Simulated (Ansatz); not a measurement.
Two isomers of C2H8AlFSi: A = `C[CH]([SiH3])[AlH][F]`, B = `C[SiH2][CH2][AlH][F]`.

Gas-phase electronic energies from Ansatz, PBE0-D4/def2-TZVP geometries. CCSD(T)/CBS adds triple-zeta CCSD(T) − MP2 to the extrapolated MP2 energy (def2 sets, frozen cores). DFT in def2-TZVPP. B3LYP here is the variant with VWN-RPA as its local correlation; programs differ in this. Each species was taken in one conformer, which may not be the lowest.

A:

```xyz
13

C     1.437   -0.016   -0.602
C     0.268    0.065    0.394
Si   -1.038    1.273   -0.189
Al   -0.547   -1.647    0.828
F    -0.266   -2.914   -0.196
H     1.113   -0.429   -1.560
H     1.870    0.969   -0.802
H     2.244   -0.657   -0.239
H     0.608    0.470    1.360
H    -0.463    2.630   -0.412
H    -2.141    1.381    0.808
H    -1.630    0.809   -1.476
H    -1.455   -1.933    2.086
```

B:

Z-matrix (Å, degrees):
```
C
Si 1 1.873
H 1 1.093 2 110.8
H 1 1.094 2 111.7 3 120.1
H 1 1.092 2 110.8 3 -119.7
C 2 1.871 1 111.0 3 -59.5
H 2 1.492 1 109.2 3 -179.8
H 2 1.491 1 109.2 3 63.1
Al 6 1.932 2 114.6 1 -62.8
H 6 1.096 2 108.6 1 175.3
H 6 1.097 2 107.6 1 58.7
F 9 1.653 6 118.4 2 -98.2
H 9 1.579 6 125.5 2 81.0
```

(1) Which is lower in electronic energy at CCSD(T)/CBS, and by how much? (An estimate is asked.)

(2) Give E(B) − E(A) in kcal/mol with B3LYP-D4, PBE0-D4, MP2/def2-TZVPP, CCSD/def2-TZVPP, ωB97M-V, BLYP-D4, r2SCAN-D4. (Best estimate.)

(3) Does the order hold for the free energy at 298.15 K (harmonic terms from PBE0-D4)? (An estimate is asked.)

Largest T1 diagnostic: 0.012.

Answers

(1) The calculation gave: B, by 15.6 kcal/mol.

(2) The calculation gave: B3LYP-D4 -15.3, PBE0-D4 -15.5, MP2/def2-TZVPP -15.6, CCSD/def2-TZVPP -15.3, ωB97M-V -15.9, BLYP-D4 -14.8, r2SCAN-D4 -16.3. None reverses the order clearly.

(3) The calculation gave: Yes: G(B) − G(A) = -15.6 kcal/mol, for one conformer each. Modes under 60 cm⁻¹, often nearly free rotors, make the harmonic entropy too high.

At CCSD(T), def2-SVP lies +3.8 kcal/mol from the extrapolated value and def2-TZVPP +0.4 kcal/mol. Leaving LDA and LC-ωPBE aside and taking each functional with its dispersion term where it has one, the values, not all of them listed here, spread over 2.1 kcal/mol, from B97M-V to revPBE-D4.
